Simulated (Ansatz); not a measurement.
Harmonic vibrations of Cu(NH2)2 (CuN₂H₄) by finite differences.

```yaml
crystal:
  periodic: [false, false, false]
  atoms:
    - {symbol: Cu, position_ang: [0.001729, 0.000652, 0.000004]}
    - {symbol: N, position_ang: [0.004788, -0.022554, 1.772077]}
    - {symbol: H, position_ang: [0.639381, 0.494153, 2.366159]}
    - {symbol: H, position_ang: [-0.629023, -0.554449, 2.353512]}
    - {symbol: N, position_ang: [-0.004049, 0.022591, -1.772076]}
    - {symbol: H, position_ang: [0.627693, 0.554241, -2.355912]}
    - {symbol: H, position_ang: [-0.640520, -0.494623, -2.363754]}
basis:
  gaussian: {orbitals: def2-TZVP}
magnetization: {spin_polarized: true, initial_magnetization: 1}
hamiltonian: {xc: r2scan, dispersion: d4}
scf: {omitted_lower_state_checks: [starts]}
phonons: {temperatures: {t_min: 298.15, t_max: 900, t_step: 200}}
```

```sh
$ ansatz run in.yaml --threads 4 --pin off --events-out ev --progress --plain --max-ram 3916MiB
```

Output, abridged:

```
Functional definition: r2SCAN
mean field -47685.69776886 eV, -1752.4170704787 hartree, gradient 3.1e-5 eV, S^2 0.758012; 0 other end points of the search recorded, 0 dependent functions left out
mean field -47685.69774394 eV, -1752.4170695630 hartree, gradient 1.6e-6 eV, S^2 0.758012; 0 other end points of the search recorded, 0 dependent functions left out
mean field -47685.69776020 eV, -1752.4170701605 hartree, gradient 1.7e-6 eV, S^2 0.758012; 0 other end points of the search recorded, 0 dependent functions left out
mean field -47685.69774910 eV, -1752.4170697527 hartree, gradient 9.8e-7 eV, S^2 0.758012; 0 other end points of the search recorded, 0 dependent functions left out
mean field -47685.69775857 eV, -1752.4170701006 hartree, gradient 1.6e-6 eV, S^2 0.758012; 0 other end points of the search recorded, 0 dependent functions left out
mean field -47685.69763735 eV, -1752.4170656458 hartree, gradient 1.9e-6 eV, S^2 0.758012; 0 other end points of the search recorded, 0 dependent functions left out
mean field -47685.69763718 eV, -1752.4170656395 hartree, gradient 1.9e-6 eV, S^2 0.758012; 0 other end points of the search recorded, 0 dependent functions left out
mean field -47685.69765296 eV, -1752.4170662194 hartree, gradient 2.2e-6 eV, S^2 0.758012; 0 other end points of the search recorded, 0 dependent functions left out
mean field -47685.69765081 eV, -1752.4170661404 hartree, gradient 2.2e-6 eV, S^2 0.758012; 0 other end points of the search recorded, 0 dependent functions left out
mean field -47685.69768661 eV, -1752.4170674562 hartree, gradient 1.7e-6 eV, S^2 0.758012; 0 other end points of the search recorded, 0 dependent functions left out
mean field -47685.69768481 eV, -1752.4170673901 hartree, gradient 2.4e-6 eV, S^2 0.758012; 0 other end points of the search recorded, 0 dependent functions left out
mean field -47685.69760296 eV, -1752.4170643822 hartree, gradient 4.0e-6 eV, S^2 0.758016; 0 other end points of the search recorded, 0 dependent functions left out
mean field -47685.69758732 eV, -1752.4170638074 hartree, gradient 2.0e-6 eV, S^2 0.758008; 0 other end points of the search recorded, 0 dependent functions left out
mean field -47685.69772560 eV, -1752.4170688890 hartree, gradient 1.7e-6 eV, S^2 0.758014; 0 other end points of the search recorded, 0 dependent functions left out
mean field -47685.69769321 eV, -1752.4170676986 hartree, gradient 1.1e-6 eV, S^2 0.758010; 0 other end points of the search recorded, 0 dependent functions left out
mean field -47685.69774181 eV, -1752.4170694848 hartree, gradient 1.6e-6 eV, S^2 0.758014; 0 other end points of the search recorded, 0 dependent functions left out
mean field -47685.69771574 eV, -1752.4170685265 hartree, gradient 9.9e-7 eV, S^2 0.758010; 0 other end points of the search recorded, 0 dependent functions left out
mean field -47685.69771077 eV, -1752.4170683440 hartree, gradient 1.2e-6 eV, S^2 0.758014; 0 other end points of the search recorded, 0 dependent functions left out
mean field -47685.69771641 eV, -1752.4170685513 hartree, gradient 1.3e-6 eV, S^2 0.758010; 0 other end points of the search recorded, 0 dependent functions left out
mean field -47685.69769619 eV, -1752.4170678081 hartree, gradient 1.1e-6 eV, S^2 0.758010; 0 other end points of the search recorded, 0 dependent functions left out
mean field -47685.69772289 eV, -1752.4170687893 hartree, gradient 1.7e-6 eV, S^2 0.758014; 0 other end points of the search recorded, 0 dependent functions left out
mean field -47685.69771532 eV, -1752.4170685112 hartree, gradient 1.0e-6 eV, S^2 0.758010; 0 other end points of the search recorded, 0 dependent functions left out
mean field -47685.69773844 eV, -1752.4170693608 hartree, gradient 1.7e-6 eV, S^2 0.758014; 0 other end points of the search recorded, 0 dependent functions left out
mean field -47685.69771260 eV, -1752.4170684114 hartree, gradient 1.2e-6 eV, S^2 0.758014; 0 other end points of the search recorded, 0 dependent functions left out
mean field -47685.69771811 eV, -1752.4170686139 hartree, gradient 1.3e-6 eV, S^2 0.758010; 0 other end points of the search recorded, 0 dependent functions left out
mean field -47685.69765351 eV, -1752.4170662396 hartree, gradient 2.4e-6 eV, S^2 0.758012; 0 other end points of the search recorded, 0 dependent functions left out
mean field -47685.69765031 eV, -1752.4170661221 hartree, gradient 2.3e-6 eV, S^2 0.758012; 0 other end points of the search recorded, 0 dependent functions left out
mean field -47685.69768593 eV, -1752.4170674311 hartree, gradient 2.4e-6 eV, S^2 0.758012; 0 other end points of the search recorded, 0 dependent functions left out
mean field -47685.69768542 eV, -1752.4170674125 hartree, gradient 1.7e-6 eV, S^2 0.758012; 0 other end points of the search recorded, 0 dependent functions left out
mean field -47685.69758777 eV, -1752.4170638239 hartree, gradient 2.0e-6 eV, S^2 0.758008; 0 other end points of the search recorded, 0 dependent functions left out
mean field -47685.69760252 eV, -1752.4170643659 hartree, gradient 3.9e-6 eV, S^2 0.758016; 0 other end points of the search recorded, 0 dependent functions left out
mean field -47685.69772645 eV, -1752.4170689201 hartree, gradient 1.7e-6 eV, S^2 0.758014; 0 other end points of the search recorded, 0 dependent functions left out
mean field -47685.69769323 eV, -1752.4170676993 hartree, gradient 1.1e-6 eV, S^2 0.758010; 0 other end points of the search recorded, 0 dependent functions left out
mean field -47685.69774039 eV, -1752.4170694323 hartree, gradient 1.7e-6 eV, S^2 0.758014; 0 other end points of the search recorded, 0 dependent functions left out
mean field -47685.69771341 eV, -1752.4170684411 hartree, gradient 1.0e-6 eV, S^2 0.758010; 0 other end points of the search recorded, 0 dependent functions left out
mean field -47685.69771754 eV, -1752.4170685927 hartree, gradient 1.3e-6 eV, S^2 0.758010; 0 other end points of the search recorded, 0 dependent functions left out
mean field -47685.69771252 eV, -1752.4170684084 hartree, gradient 1.2e-6 eV, S^2 0.758014; 0 other end points of the search recorded, 0 dependent functions left out
mean field -47685.69769514 eV, -1752.4170677694 hartree, gradient 1.1e-6 eV, S^2 0.758010; 0 other end points of the search recorded, 0 dependent functions left out
mean field -47685.69772313 eV, -1752.4170687984 hartree, gradient 1.7e-6 eV, S^2 0.758014; 0 other end points of the search recorded, 0 dependent functions left out
mean field -47685.69771733 eV, -1752.4170685851 hartree, gradient 9.9e-7 eV, S^2 0.758010; 0 other end points of the search recorded, 0 dependent functions left out
mean field -47685.69774010 eV, -1752.4170694219 hartree, gradient 1.6e-6 eV, S^2 0.758014; 0 other end points of the search recorded, 0 dependent functions left out
mean field -47685.69771646 eV, -1752.4170685531 hartree, gradient 1.3e-6 eV, S^2 0.758010; 0 other end points of the search recorded, 0 dependent functions left out
mean field -47685.69771139 eV, -1752.4170683667 hartree, gradient 1.2e-6 eV, S^2 0.758014; 0 other end points of the search recorded, 0 dependent functions left out
Total energy: -47685.71935423 eV, -1752.4178637266 hartree
Atom 0 at     0.001729     0.000652     0.000004 Å, force    -0.003254    -0.001894     0.000034 eV/Å
Atom 1 at     0.004788    -0.022554     1.772077 Å, force     0.000424     0.000393     0.000241 eV/Å
Atom 2 at     0.639381     0.494153     2.366159 Å, force     0.006069     0.004915    -0.001712 eV/Å
Atom 3 at    -0.629023    -0.554449     2.353512 Å, force    -0.004933    -0.004306    -0.001682 eV/Å
Atom 4 at    -0.004049     0.022591    -1.772076 Å, force     0.000645     0.000070    -0.000062 eV/Å
Atom 5 at     0.627693     0.554241    -2.355912 Å, force     0.006238     0.005077     0.001578 eV/Å
Atom 6 at    -0.640520    -0.494623    -2.363754 Å, force    -0.005189    -0.004254     0.001603 eV/Å
Dipole moment:    -0.000641     0.000010     0.000002 e Å
Vibrations: 142.73 184.78 432.29 443.88 460.40 581.72 609.68 661.59 731.29 1557.30 1559.75 3526.74 3531.32 3620.35 3621.11 cm⁻¹, zero-point energy 1.343055 eV
Checks for a lower state left out: starts
```

It took 33 s on 4 threads of Intel Xeon 6975P-C on a shared host.

The relaxation made no stability test and no search for a lower SCF solution. No other spin state of charge 0 was run.
